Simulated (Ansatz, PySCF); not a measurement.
CH10O2Si3, SMILES O[Si@@H](CO)[SiH2][SiH3]. Atoms are numbered in the order given.

```xyz
16

O      0.4349    -0.8577     1.7546
C     -0.6952    -1.5510     1.2417
Si    -0.8823    -1.0398    -0.5821
O      0.2938    -1.7098    -1.5725
Si    -0.5167     1.2710    -0.6318
Si     1.5596     1.7510     0.3672
H      0.5134    -1.0168     2.7039
H     -1.6327    -1.2749     1.7689
H     -0.5915    -2.6523     1.3374
H     -2.2481    -1.4839    -1.0138
H      0.2681    -2.6644    -1.7087
H     -1.6088     1.9396     0.1440
H     -0.5694     1.7873    -2.0335
H      2.0797     3.0528    -0.1587
H      1.4095     1.8856     1.8436
H      2.5592     0.6946     0.0464
```

Geometry optimised at B3LYP-D3(BJ)/def2-SVP. The structure was generated by enumeration; whether it is a known compound was not checked. The values are those of a single conformer.

Two levels are set side by side: PBE-D3(BJ)/def2-SVP (Ansatz, a quantum-chemistry and plane-wave program) and B3LYP-D3(BJ)/def2-SVP (Ansatz). Each level has its own optimised geometry; the coordinates shown are those of the second. Frequencies come from the Hessian of PySCF at each geometry. Differences are taken from unrounded values.

| quantity | B3LYP-D3(BJ) |
|---|---|
| mean bond length (Å) | 1.521 |
| bond O1–C2 (Å) | 1.422 |
| bond C2–Si3 (Å) | 1.903 |
| bond Si3–O4 (Å) | 1.677 |
| bond Si3–Si5 (Å) | 2.340 |
| bond Si5–Si6 (Å) | 2.354 |
| bond O1–H7 (Å) | 0.966 |
| bond C2–H8 (Å) | 1.110 |
| bond C2–H9 (Å) | 1.110 |
| bond Si3–H10 (Å) | 1.500 |
| bond O4–H11 (Å) | 0.965 |
| bond Si5–H12 (Å) | 1.497 |
| bond Si5–H13 (Å) | 1.495 |
| bond Si6–H14 (Å) | 1.497 |
| bond Si6–H15 (Å) | 1.490 |
| bond Si6–H16 (Å) | 1.489 |
| highest harmonic wavenumber (cm⁻¹) | 3862 |
| mean harmonic wavenumber (cm⁻¹) | 1117 |
| zero-point energy (kcal/mol) | 67.09 |

What does PBE-D3(BJ) give, and how far is it from B3LYP-D3(BJ)? (The exact figures need the calculation; the answer reports its results.)


```tsv
quantity	PBE-D3(BJ)	PBE-D3(BJ) minus B3LYP-D3(BJ)
mean bond length (Å)	1.531	0.010
bond O1–C2 (Å)	1.424	0.002
bond C2–Si3 (Å)	1.910	0.007
bond Si3–O4 (Å)	1.690	0.013
bond Si3–Si5 (Å)	2.345	0.005
bond Si5–Si6 (Å)	2.355	0.001
bond O1–H7 (Å)	0.974	0.009
bond C2–H8 (Å)	1.120	0.010
bond C2–H9 (Å)	1.120	0.010
bond Si3–H10 (Å)	1.514	0.015
bond O4–H11 (Å)	0.973	0.009
bond Si5–H12 (Å)	1.511	0.013
bond Si5–H13 (Å)	1.507	0.013
bond Si6–H14 (Å)	1.510	0.013
bond Si6–H15 (Å)	1.504	0.013
bond Si6–H16 (Å)	1.502	0.013
highest harmonic wavenumber (cm⁻¹)	3751	-111
mean harmonic wavenumber (cm⁻¹)	1082	-35
zero-point energy (kcal/mol)	64.97	-2.12
```

Exact exchange shortens and stiffens bonds; PBE has none. Differences between two approximate levels are no errors against the true value.
